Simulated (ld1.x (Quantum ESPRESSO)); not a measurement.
Which change was made? (Gd, TM)

- Element: gadolinium
- Generator: ld1.x (Quantum ESPRESSO) 7.5
- Type: norm-conserving Troullier–Martins (Kleinman–Bylander form)
- Functional: PBEsol
- Relativity: scalar-relativistic
- Frozen core: [Kr] 4d10 4f7
- Valence charge: 11
- Reference configuration: 5s2 5p6 5d1 6s1.5 6p0 (charge +0.5)
- Partial waves: 5p (bound): rc 1.50 bohr; 5d (bound): rc 2.05 bohr; 5s (bound): rc 1.45 bohr
- Local potential: the s channel
- Core correction: none

Occupied shells without a wave of their own: 6s. They enter only through the test configuration that unscreens the potential.

Cutoffs, loose and tight: the cutoffs (Ry, on a coarse ladder) from which the occupation-weighted sum of valence levels, in a spherical-Bessel basis at the reference potential, stays within 10 and 1 mRy of its value at 400 Ry. They do not see the model core or the augmentation charge, which bear on the density cutoff. Test errors are all-electron minus pseudo excitation energies from the reference, over the configurations 5s2 5p6 5d1 6s2 6p0; 5s2 5p6 5d1 6s1 6p0; 5s2 5p6 5d1 6s0 6p0; 5s2 5p6 5d0 6s2 6p1; 5s1 5p6 5d1 6s2 6p0; 5s2 5p6 5d1.5 6s1.5 6p0; 5s2 5p5 5d1 6s2 6p0; variants that change the core or the reference have their own tests.

The base gives: outcome: generated; cutoff, loose: 70 Ry; cutoff, tight: 120 Ry; bound ghosts: none; largest test error (meV): -180.

Problem. After one change the result is: outcome: generated, misses its reference levels by 0.81 eV; cutoff, loose: 35 Ry; cutoff, tight: 55 Ry; bound ghosts: none; largest test error (meV): -1823. Which change was it?
A. all radii scaled by about 1.10 (s 1.60, p 1.66, d 2.26 bohr)
B. all radii scaled by about 0.76 (s 1.10, p 1.14, d 1.56 bohr)
C. all radii scaled by about 0.84 (s 1.22, p 1.26, d 1.72 bohr)
D. all radii scaled by about 1.38 (s 2.00, p 2.06, d 2.82 bohr)
E. all radii scaled by about 1.22 (s 1.78, p 1.84, d 2.50 bohr)

Solution. D. The others give: all radii scaled by about 1.10 (s 1.60, p 1.66, d 2.26 bohr) → outcome: generated; cutoff, loose: 60 Ry; cutoff, tight: 100 Ry; bound ghosts: none; largest test error (meV): -316 | all radii scaled by about 0.76 (s 1.10, p 1.14, d 1.56 bohr) → outcome: generated; cutoff, loose: 160 Ry; cutoff, tight: 300 Ry; bound ghosts: none; largest test error (meV): -206 | all radii scaled by about 1.22 (s 1.78, p 1.84, d 2.50 bohr) → outcome: generated, misses its reference levels by 0.32 eV; cutoff, loose: 50 Ry; cutoff, tight: 80 Ry; bound ghosts: none; largest test error (meV): -720 | all radii scaled by about 0.84 (s 1.22, p 1.26, d 1.72 bohr) → outcome: generated; cutoff, loose: 100 Ry; cutoff, tight: 180 Ry; bound ghosts: none; largest test error (meV): -191.
